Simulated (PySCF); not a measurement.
PySCF 2.14 output of an unrestricted PBEsol calculation on a single atom or ion in aug-cc-pVTZ-PP with ECP60MDF (6s6p5d3f2g, 88 functions), with scalar relativity through the core potential:

```
SCF conv_tol = 1e-09
number electrons alpha = 11  beta = 5
    J. P. Perdew, A. Ruzsinszky, G. I. Csonka, O. A. Vydrov, G. E. Scuseria, L. A. Constantin, X. Zhou, and K. Burke.,  Phys. Rev. Lett. 100, 136406 (2008)
    J. P. Perdew, A. Ruzsinszky, G. I. Csonka, O. A. Vydrov, G. E. Scuseria, L. A. Constantin, X. Zhou, and K. Burke.,  Phys. Rev. Lett. 100, 136406 (2008)
cycle= 1 E= -90.5661811029139  delta_E= -0.00847  |g|= 0.0351  |ddm|= 0.14
cycle= 2 E= -90.5661385113231  delta_E= 4.26e-05  |g|= 0.0376  |ddm|= 0.0714
cycle= 3 E= -90.5667264068192  delta_E= -0.000588  |g|= 0.00179  |ddm|= 0.0288
cycle= 4 E= -90.5667272664413  delta_E= -8.6e-07  |g|= 0.000144  |ddm|= 0.00201
cycle= 5 E= -90.5667272779179  delta_E= -1.15e-08  |g|= 2.7e-05  |ddm|= 0.000505
cycle= 6 E= -90.5667272783768  delta_E= -4.59e-10  |g|= 1.91e-06  |ddm|= 4.33e-05
converged SCF energy = -90.5667272783768  <S^2> = 12.001001  2S+1 = 7.0002859
```

The run itself started from symmetry-adapted Hartree-Fock orbitals and held the occupation by maximum overlap, on a logarithmic radial grid, so the iterations belong to that start.

Question: Which element, charge and spin multiplicity is this?

Answer: Os (osmium, neutral), multiplicity 7; the state was [Xe] 4f14 5d6 6s1 6p1, one real determinant (an excited configuration).

⟨L²⟩ = 8.01 against 12 for a pure F term, so this real determinant mixes terms. Energies and moments cover only the electrons outside the core potential. Spin-orbit coupling, absent here, splits the open shell strongly.
